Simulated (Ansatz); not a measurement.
A run for Ansatz (a program for electronic structure): U-CCSD(T)/def2-SVP on H5NSn (SMILES [NH2][SnH3]), a point of a bond scan (R = 3.930 Å). Elements past Kr take the def2 small-core potentials; no spin–orbit coupling. The run froze 10 orbitals, filled d shells among them.

Ansatz 0.2 input:
```yaml
crystal:
  periodic: [false, false, false]
  atoms:
    - {symbol: Sn, position_ang: [-0.28215657, 0.02775224, 0.02377762]}
    - {symbol: N, position_ang: [1.74303182, -0.14346269, -0.23754058]}
    - {symbol: H, position_ang: [-1.90096274, -2.39450371, -2.61413571]}
    - {symbol: H, position_ang: [-0.65127624, 1.66593101, -0.29253503]}
    - {symbol: H, position_ang: [-0.81069646, -0.39503089, 1.60666677]}
    - {symbol: H, position_ang: [2.08100846, -1.08855163, -0.09745354]}
    - {symbol: H, position_ang: [2.27355521, 0.45968091, 0.38036592]}
basis:
  gaussian:
    orbitals: def2-SVP
correlation: {method: ccsd_t, electrons: outside_noble_gas}
scf: {omitted_lower_state_checks: [cluster_reference]}
magnetization: {spin_polarized: true, initial_magnetization: 0}
```

Program output:

```
WARN ansatz: RAYON_NUM_THREADS=1 ignored (pool sized by the plan → 1); use --threads N
Functional definition: HF
these checks for a lower state are left out or cut short: cluster_reference
integrals: 0.07 GiB planned
744 factors; integrals over basis functions are off by at most 1.2e-3 eV
mean field: 0.21 GiB planned
mean field evaluation 1: about -7355.2156 eV, gradient 2.3e1 eV
mean field evaluation 2: about -7355.2724 eV, gradient 2.3e1 eV
mean field evaluation 4: about -7358.7563 eV, gradient 2.0e0 eV
mean field evaluation 8: about -7358.8013 eV, gradient 6.5e-4 eV
mean field evaluation 16: about -7361.5787 eV, gradient 4.2e-2 eV
mean field evaluation 32: about -7361.5766 eV, gradient 2.7e-4 eV
mean field -7361.57659534 eV, -270.5329500229 hartree, gradient 7.1e-6 eV, S^2 0.985154; 5 other end points of the search recorded, 0 dependent functions left out
10 core orbitals not correlated
reference -7361.57659534 eV, -270.5329500229 hartree; 7, 7 occupied and 48, 48 virtual orbitals, 744 factors
second order -6.87916077 eV of doubles, -0.00000000 eV of singles
coupled cluster: 0.20 GiB planned
cycle   1  -7.33740344 eV  change   -4.6e-1 eV  update   7.0e-2
cycle   2  -7.58992787 eV  change   -2.5e-1 eV  update   2.4e-2
cycle   3  -7.64552751 eV  change   -5.6e-2 eV  update   1.2e-2
cycle   4  -7.64390172 eV  change    1.6e-3 eV  update   4.4e-3
cycle   5  -7.64374885 eV  change    1.5e-4 eV  update   2.9e-3
cycle   6  -7.64404654 eV  change   -3.0e-4 eV  update   2.2e-3
cycle   7  -7.64442674 eV  change   -3.8e-4 eV  update   1.8e-3
cycle   8  -7.64518055 eV  change   -7.5e-4 eV  update   1.6e-3
cycle   9  -7.64627042 eV  change   -1.1e-3 eV  update   1.4e-3
cycle  10  -7.64710992 eV  change   -8.4e-4 eV  update   1.0e-3
cycle  11  -7.64796041 eV  change   -8.5e-4 eV  update   6.0e-4
cycle  12  -7.64805324 eV  change   -9.3e-5 eV  update   3.0e-4
cycle  13  -7.64807826 eV  change   -2.5e-5 eV  update   1.1e-4
cycle  14  -7.64802062 eV  change    5.8e-5 eV  update   4.9e-5
cycle  15  -7.64799658 eV  change    2.4e-5 eV  update   2.1e-5
cycle  16  -7.64800182 eV  change   -5.2e-6 eV  update   8.9e-6
coupled cluster: 0.21 GiB planned
perturbative correction -0.19371992 eV, -0.0071190757 hartree
Total energy: -7369.41831708 eV, -270.8211279814 hartree
Checks for a lower state left out: cluster_reference
```

The run converged. Its determinant has ⟨S²⟩ = 0.99, a mixture of spin states.

Cost: around 4 core-seconds (rough).
